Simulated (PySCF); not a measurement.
**Zinc: a sound run and one with changed settings**

Sound run: Zn [Ar] 3d10 4s2, Zn⁺ [Ar] 3d10 4s1. Computed with PySCF 2.14 in cc-pVTZ-DK (7s6p4d2f1g, 68 functions), with scalar relativity by spin-free X2C-1e. In the sound run the correlated levels freeze [Ar]. The sound run starts from symmetry-adapted Hartree-Fock orbitals and uses a fine grid where one is needed.

Changed run: a valence shell is frozen. This setting is unsound on purpose.

```json
{"species": "Zn", "method": "MP2", "sound run (hartree)": "-1794.78194", "changed run (hartree)": "-1794.28890", "converged": "yes"}
```

Ionisation energy of Zn:

```tsv
method	sound run (eV)	changed run (eV)
UHF	7.777	7.777
MP2	9.031	8.390
SCS-MP2	9.045	8.512
```

Freezing a valence shell removes pair correlation that changes on ionisation.

For comparison, NIST gives 9.394 eV between the lowest levels.
